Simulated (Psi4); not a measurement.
C2H5S, doublet, at a GFN2-xTB geometry. Base run: TPSS/STO-3G in Psi4.

Psi4 was given this input:
```
memory 2 GB

molecule {
0 2
C     1.48255365    0.65932309   -0.01655837
C    -0.03154429    0.78395239    0.00248490
S    -0.84471660   -0.82371473    0.00823708
H    -0.37104627    1.31200621    0.89543533
H    -0.39297317    1.31674827   -0.87896880
H     1.93395512    1.64948226   -0.01949031
H     1.83064329    0.11841436    0.86042594
H     1.80883038    0.12313177   -0.90475459
}

set {
  basis sto-3g
  reference uks
}

energy('tpss')
print_variables()
```

Each row names what was changed in the base input (with any setting that the change needs).

| change | ΔE vs base (µEh) | SCF cycles | grid points | basis functions |
|---|---|---|---|---|
| base | 0.0 | 8 | 169872 | 24 |
| d_convergence = 1e-8 | 0.0 | 11 | 169872 | 24 |
| d_convergence = 1e-10 | 0.0 | 13 | 169872 | 24 |
| df_basis_scf = def2-universal-jkfit | 0.0 | 8 | 169872 | 24 |
| dft_basis_tolerance = 1e-8 | 0.0 | 8 | 167245 | 24 |
| guess = sap | 0.0 | 10 | 169872 | 24 |
| level_shift = 0.3 | 0.0 | 8 | 169872 | 24 |
| scf_type = disk_df | 0.0 | 8 | 169872 | 24 |
| scf_type = out_of_core | 1419 | 8 | 169872 | 24 |
| scf_type = dfdirj+link | 0.0 | 8 | 169872 | 24 |
| guess = modhuckel | 0.0 | 10 | 169872 | 24 |
| basis_guess = sto-3g | 0.0 | 1 | 169872 | 24 |
| dft_spherical_points = 590 | -2.6 | 8 | 331495 | 24 |

Open shells are given as the SCF converged; they aren't shown to be the lowest states, and a large step between rows can be another state.
